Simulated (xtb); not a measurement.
Si(H)2(NH2)2 (H6N2Si), SMILES N[SiH2]N. All values are semi-empirical tight-binding results from xtb (GFN2-xTB unless named), good for trends rather than for accurate numbers. The structure is a stationary point at GFN2-xTB. The values are those of a single conformer.

Optimised geometry:

```xyz
9

Si    -0.0817     0.4334     0.2395
N      1.5062    -0.1731    -0.0394
N     -1.3078    -0.6451    -0.3396
H     -0.2892     0.4835     1.6833
H     -0.0726     1.7564    -0.3972
H      1.7483    -1.0651     0.3597
H      1.9043    -0.0981    -0.9608
H     -2.2651    -0.4648    -0.0859
H     -1.2710    -0.9523    -1.2989
```

```
Property                                        Result
---------------------------------------  -------------
orbital gap                                    6.28 eV
dipole moment                                   1.80 D
zero-point energy                        41.8 kcal/mol
G − E(el) at 298.15 K (modified RRHO)    24.5 kcal/mol
static polarisability (D4 model)            51.2 bohr³
solvation energy, GFN2-xTB/ALPB(water)   -3.8 kcal/mol
solvation energy, GFN2-xTB/ALPB(hexane)  -1.4 kcal/mol
```

Computed atomic charges and the Wiberg bond orders between heavy atoms:
charges (e) Si1 0.48, N2 -0.42, N3 -0.42, H4 -0.10, H5 -0.11, H6 0.14, H7 0.14, H8 0.14, H9 0.14. Bond orders Si1–N2 1.10, Si1–N3 1.12.
